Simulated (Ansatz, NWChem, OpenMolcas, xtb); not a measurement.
# GeSiH4F2 (SMILES F[SiH](F)[GeH3]): the HOMO–LUMO gap, rung by rung

The species is GeSiH4F2 (8 atoms), meant as a singlet with charge 0. SMILES: `F[SiH](F)[GeH3]`. The coordinates come from a PBE0-D4/def2-TZVP relaxation.

Quantity: the HOMO–LUMO gap, in eV. The values are calculated.

```json
{"level": "GFN0-xTB", "kind": "semi-empirical", "program": "xtb", "value (eV)": "5.00", "CPU time": "under 2 s"}
{"level": "HF/def2-SVP", "kind": "Hartree–Fock", "program": "NWChem", "value (eV)": "14.74", "CPU time": "16 s"}
{"level": "SVWN5/def2-SVP", "kind": "LDA", "program": "Ansatz", "value (eV)": "6.27", "CPU time": "1.9 s"}
{"level": "BLYP/def2-SVP", "kind": "GGA", "program": "OpenMolcas", "value (eV)": "6.43", "CPU time": "24 s"}
{"level": "r2SCAN/def2-SVP", "kind": "meta-GGA", "program": "Ansatz", "value (eV)": "7.01", "CPU time": "5.8 s"}
{"level": "B3LYP/def2-SVP", "kind": "global hybrid", "program": "Ansatz", "value (eV)": "8.11", "CPU time": "4 s"}
{"level": "HSE06/def2-SVP", "kind": "range-separated hybrid", "program": "Ansatz", "value (eV)": "7.73", "CPU time": "3.6 s"}
{"level": "wB97X/def2-SVP", "kind": "range-separated hybrid", "program": "Ansatz", "value (eV)": "12.90", "CPU time": "12 s"}
{"level": "PBE-QIDH/def2-SVP", "kind": "double hybrid", "program": "Ansatz", "value (eV)": "12.23", "CPU time": "5 s"}
```

All-electron rows without a relativistic Hamiltonian named are non-relativistic. The values span 5.00 to 14.74 eV. Orbital gaps aren't excitation energies, and those of double hybrids come from the SCF part alone; they tend to grow with the share of exact exchange. Times are those of the runs behind each value, whatever else they computed, on shared processors of several kinds: orders of magnitude only.
